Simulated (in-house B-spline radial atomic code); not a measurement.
Orbital energies and mean radii along the 58-electron series, configuration [Xe] 4f4. The effective charge is n√(-2ε), a non-relativistic measure. Computed with a B-spline radial code for spherical atoms: Dirac-Hartree-Fock, average of the configuration, finite nuclei.

| ion | Z | energy of 4f7/2 (Eh) | mean radius of 4f7/2 (bohr) | energy of 4d5/2 (Eh) | mean radius of 4d5/2 (bohr) | effective charge of 4f7/2 |
| --- | --- | --- | --- | --- | --- | --- |
| Nd2+ | 60 | -0.82036 | 1.0347 | -5.3375 | 0.7134 | 5.1236 |
| Pm3+ | 61 | -1.5203 | 0.91066 | -6.2645 | 0.69049 | 6.9748 |
| Sm4+ | 62 | -2.3183 | 0.83014 | -7.2959 | 0.66839 | 8.6132 |
